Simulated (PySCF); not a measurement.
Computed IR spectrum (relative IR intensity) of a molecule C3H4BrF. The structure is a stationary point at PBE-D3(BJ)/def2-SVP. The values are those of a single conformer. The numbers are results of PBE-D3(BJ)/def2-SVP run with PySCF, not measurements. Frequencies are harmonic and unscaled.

Lines under 2 % of the strongest are left out, and lines within 2 cm⁻¹ are merged.

ν (cm⁻¹): 486 (m), 810 (m), 952 (vw), 982 (m), 1001 (m), 1034 (w), 1162 (vs), 1292 (m), 1359 (w), 1429 (m) (against the strongest line: vs over 80 %, s over 45 %, m over 15 %, w over 4 %, vw less)

Question: Which molecule gave these data?
A. C/C=C(\F)Br
B. F[C@@H]1C[C@H]1Br
C. C/C(F)=C\Br
D. FC1(Br)CC1

Answer: D, FC1(Br)CC1
